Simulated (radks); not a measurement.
Results of a calculation; reference values are marked as such.
Question: The indium ion In26+, [Ar] 3d5. Code: a radial shooting solver on a logarithmic mesh with Libxc functionals. Model: non-relativistic Kohn-Sham, exchange-only LDA, spin-polarised, spherical densities, point nucleus. Every spin shell is full or empty, so the densities are truly spherical. Functionals are evaluated on that one density, not self-consistently. Rank these exchange functionals by their error against the exact value of the orbitals, and give that value: LDA, B88, PBEsol, RPBE, PW86, OPTX, AM05, SOGGA, B86b, APBE, TPSS, revTPSS, MS2, Tao-Mo, TASK.

Answer: Exact: -120.163 hartree. From best to worst, with 100 (|E| - |E exact|)/|E exact| (equal figures are ties): B88 -0.08, B86b -0.12, PW86 -0.16, TPSS -0.24, APBE +0.24, RPBE -0.27, MS2 -0.53, Tao-Mo -0.77, OPTX +0.84, revTPSS -0.93, TASK -2.29, PBEsol -2.77, SOGGA -2.81, AM05 -5.38, LDA -5.99.
